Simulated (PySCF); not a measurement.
A PySCF script (with the pyscf-properties extension) for the NMR shieldings of `[SiH3]S[SiH2][C@@H]1CCO1`, C3H10OSSi2, on a GFN2-xTB geometry:

```python
import basis_set_exchange as bse
import numpy as np
from pyscf import gto, dft
from pyscf.prop import nmr

atoms = """
Si    2.321671   -0.961650    0.757873
S     2.480551    0.216429   -1.071042
Si    0.597082    1.155989   -1.287402
C    -0.749244   -0.117967   -0.835094
C    -2.000527    0.409609   -0.124304
C    -1.406213   -0.249708    1.118862
O    -0.348119   -0.831342    0.361513
H     1.739164   -0.136591    1.803919
H     3.747228   -1.136173    1.029333
H     1.716209   -2.242750    0.455928
H     0.457431    1.569223   -2.674291
H     0.469734    2.278578   -0.358107
H    -0.951379   -0.830432   -1.640299
H    -2.104984    1.490920   -0.085302
H    -2.934354   -0.033623   -0.462062
H    -1.025570    0.446724    1.873069
H    -2.015678   -1.015207    1.606520
"""
names = dict.fromkeys(["Si", "S", "C", "O", "H"], "pcSseg-1")
basis = {el: gto.basis.parse(bse.get_basis(n, elements=[el], fmt="nwchem")) for el, n in names.items()}
mol = gto.M(atom=atoms, basis=basis, charge=0, verbose=0)
mf = dft.RKS(mol, xc="PBE0")
mf.grids.level = 2
mf.grids.alignment = dft.numint.BLKSIZE   # the property module wants whole blocks of grid points
mf.conv_tol = 1e-9
mf.kernel()

calc = nmr.RKS(mf)   # GIAO
C = mf.mo_coeff
Co = C[:, mf.mo_occ > 0]
resp = mf.gen_response(singlet=True, hermi=2)
def vind(x):   # induced exchange potential for any number of trial vectors
    d = np.einsum("pi,xij,qj->xpq", C, 2 * x.reshape(-1, C.shape[1], Co.shape[1]), Co, optimize=True)
    return np.einsum("xpq,pi,qj->xij", resp(d - d.transpose(0, 2, 1)), C, Co, optimize=True).ravel()
mo1, _ = nmr.rhf.solve_mo1(calc, with_cphf=vind)
sigma = calc.kernel(mo1)
for i, s in enumerate(sigma):   # ppm
    print("%2d %-2s %9.2f" % (i, mol.atom_pure_symbol(i), np.trace(s) / 3))
```

Problem. What does it print?

Solution. 
```
 0 Si    405.17
 1 S     843.71
 2 Si    378.54
 3 C     107.55
 4 C     162.73
 5 C     115.71
 6 O     310.54
 7 H      27.04
 8 H      27.10
 9 H      26.94
10 H      27.08
11 H      26.79
12 H      26.51
13 H      29.46
14 H      28.67
15 H      26.77
16 H      26.96
```

These numbers come from an equivalent density-fitted implementation of the same equations, which agrees with the script to about 0.01 ppm for H and up to a few tenths of a ppm for heavy atoms, so last digits may differ.

Problem. Turn these shieldings into chemical shifts. Shifts are taken against calculated references (same method and geometry level): ²⁹Si (349.16 ppm) and ¹³C (186.93 ppm) and ¹H (31.72 ppm) vs TMS; ³³S (503.73 ppm) against CS2; ¹⁷O (336.08 ppm) against H2O.

Solution. Averaging equivalent atoms: Si 2: -29.4; Si 0: -56.0; S 1: -340; C 3: 79.4; C 5: 71.2; C 4: 24.2; O 6: 25.5; H 12: 5.20; H 15: 4.95; H 11: 4.93; H 16: 4.76; H 7/8/9: 4.69; H 10: 4.64; H 14: 3.04; H 13: 2.25 ppm. Experimental scales use liquid or dissolved standards, which lie at an offset from isolated H2O (liquid H2O: subtract about 36 ppm).

Size and cost of the density-fitted run: 190 basis functions, 88 s wall time (78 s CPU) on 1 thread of an Intel Xeon, shared host; peak memory 0.78 GiB.
